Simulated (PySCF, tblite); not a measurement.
Species: C₆H₁₁BF₃P.
Geometry (GFN2-xTB, Å), atoms numbered from 1 in this order:
```xyz
22
C6H11BF3P angstrom
B     -1.689    2.206    0.327
P     -0.726    0.588   -0.045
C     -1.704   -0.820   -0.700
F     -1.732   -0.959   -2.037
C     -2.484   -1.572    0.066
F     -2.469   -1.442    1.387
F     -3.301   -2.543   -0.306
C      0.484   -0.278    1.065
C      1.400   -0.594   -0.137
C      2.886   -0.430    0.123
C      0.784    0.438   -1.107
H     -2.180    2.511   -0.711
H     -2.473    1.912    1.168
H     -0.825    2.939    0.693
H      0.934    0.459    1.732
H      0.134   -1.122    1.656
H      1.204   -1.606   -0.500
H      3.100    0.569    0.496
H      3.450   -0.585   -0.794
H      3.225   -1.153    0.861
H      1.329    1.383   -1.098
H      0.645    0.118   -2.139
```

Jobs on this species (22 atoms, 94 electrons) with PySCF (density fitting) and tblite. Hardware of each: Arm Neoverse V2, one thread, on a shared host. Other jobs ran on the host; a repeat could differ by tens of per cent or more.

| level and settings | work | basis functions | SCF cycles | wall time |
| --- | --- | --- | --- | --- |
| GFN2-xTB | L-BFGS relaxation | – | – | ? |
| GFN2-xTB | Hessian by finite differences | – | – | 1.1 s |
| PBE0/pcSseg-1 | shieldings, ring-centre shieldings, charges and field gradients, density and orbital grids written | 249 | 14 | 70 s |

Fill in the missing figures.

- GFN2-xTB; L-BFGS relaxation: 1.4 s

What do all jobs in the table cost together?

About 72 s; the longest takes about 97 % of that, and about 64 times as long as the shortest.
